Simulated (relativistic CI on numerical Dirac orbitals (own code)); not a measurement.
# Gd4+: 4f valence photoemission

Computed with this model: Dirac-Coulomb-Breit CI, KLI orbitals optimised for each configuration, model QED (radiative potential, 1s self-energy scaled to tabulated hydrogen-like ionisation energies), valence Slater integrals scaled by 0.8, multiplet model of photoemission in the sudden approximation; configurations [Xe] 4f6 → [Xe] 4f5; 80 K; Lorentzian 0.15 eV and Gaussian 0.3 eV FWHM. Energies are those of the free ion, without screening or charge transfer. The energies are binding energies and can lie tens of eV above those of solids. S is read from ⟨S²⟩ = S(S + 1).

Field parameters in Wybourne normalisation; cubic f-shell fields have B⁴₄ = √(5/14) B⁴₀ and B⁶₄ = −√(7/2) B⁶₀. The field is a parameter set, without covalency.

Computed curve for Oh, B40 = -4170, B60 = 590 cm⁻¹, scaled to 100 at the maximum (points under 2 are left out and the grid is thinned):

| Energy (eV) | Intensity |
| --- | --- |
| 61.7 | 2.4 |
| 61.8 | 3.2 |
| 61.9 | 4.4 |
| 62.0 | 6.7 |
| 62.1 | 12.0 |
| 62.2 | 24.3 |
| 62.3 | 47.0 |
| 62.4 | 74.7 |
| 62.5 | 95.0 |
| 62.6 | 100.0 |
| 62.7 | 86.7 |
| 62.8 | 59.4 |
| 62.9 | 33.4 |
| 63.0 | 19.0 |
| 63.1 | 15.3 |
| 63.2 | 18.3 |
| 63.3 | 25.1 |
| 63.4 | 34.7 |
| 63.5 | 47.7 |
| 63.6 | 58.9 |
| 63.7 | 57.6 |
| 63.8 | 43.6 |
| 63.9 | 27.2 |
| 64.0 | 15.7 |
| 64.1 | 9.3 |
| 64.2 | 6.1 |
| 64.3 | 4.3 |
| 64.4 | 3.1 |
| 64.5 | 2.2 |
| 65.7 | 2.9 |
| 65.8 | 5.0 |
| 65.9 | 8.1 |
| 66.0 | 10.1 |
| 66.1 | 9.3 |
| 66.2 | 6.8 |
| 66.3 | 4.8 |
| 66.4 | 4.4 |
| 66.5 | 5.8 |
| 66.6 | 9.5 |
| 66.7 | 13.7 |
| 66.8 | 14.9 |
| 66.9 | 11.8 |
| 67.0 | 7.6 |
| 67.1 | 4.8 |
| 67.2 | 3.2 |
| 67.3 | 2.5 |
| 67.4 | 2.7 |
| 67.5 | 3.1 |
| 67.6 | 3.1 |
| 67.7 | 2.3 |

The ground state has S = 2.91, and the centroid lies at 63.44 eV.
